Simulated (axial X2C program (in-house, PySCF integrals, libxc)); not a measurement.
## Worked dissociation energy of WH⁻: BHandHLYP, 2c

All values were computed with an axial X2C code built on PySCF integrals. Two-component (2c) means X2C with spin–orbit coupling and atomic mean-field two-electron Coulomb and Gaunt terms. Basis: W dyall-acv3z [14s15p10d7f4g], H dyall-av3z [7s3p2d] (cores contracted in-house); Gaussian nuclei, density fitting, unrestricted open shells. Masses: W 183.951 u, H 1.008 u.

Molecular state: Ω = 2 (⟨Sz⟩ = 1.96, ⟨Lz⟩ = 0.04 at BHandHLYP).

| Property | Result |
| --- | --- |
| E(W-) (2M_J = 5) | -16142.258631 hartree |
| E(H) (2M_J = 1) | -0.498788 hartree |
| E(WH⁻) at Re | -16142.857647 hartree |
| ωe | 1693.5 cm⁻¹ |
| ωexe | 34.1 cm⁻¹ |

Question: Work out De and D0.

Answer: De = -16142.258631 + (-0.498788) − (-16142.857647) = 0.10023 hartree = 2.727 eV. The zero-point energy is ωe/2 − ωexe/4 = 838 cm⁻¹ = 0.104 eV, so D0 = 2.623 eV.

The state is one determinant whose occupation by symmetry is held fixed; it was picked as the lowest of a PBE0 search that is not exhaustive. De is counted from the lowest determinant-based energies of the atoms at the same level, without counterpoise correction. Density functionals use the spin component along the axis (collinear). The highest occupied level is positive at some bond lengths even in Hartree–Fock (under at least one Hamiltonian), so the basis set holds the extra electron there; where that holds at Re the anion is at best weakly bound and its constants depend on the basis. Other states lie close and PBE0, whose exact exchange favours high spin, may order them wrongly; the determinant shown need not be the ground state. The nearest other 2c determinant of the search, Ω = 3, lies 0.20 eV up at the distance of the search. Without a current term, density functionals place determinants with orbital angular momentum somewhat too high. With several unpaired electrons one determinant need not be a pure state. Open-shell Ω = 0 determinants with evenly filled partner blocks cannot be reached by this program, so the Ω shown need not be the lowest component. The determinant is spin-polarised beyond a pure state at some levels (its spin-free form has ⟨S²⟩ too high), which makes Re and μ there less reliable.

Each atomic determinant is the lowest at this level and need not be a pure J level. Totals compare only within one Hamiltonian and basis.
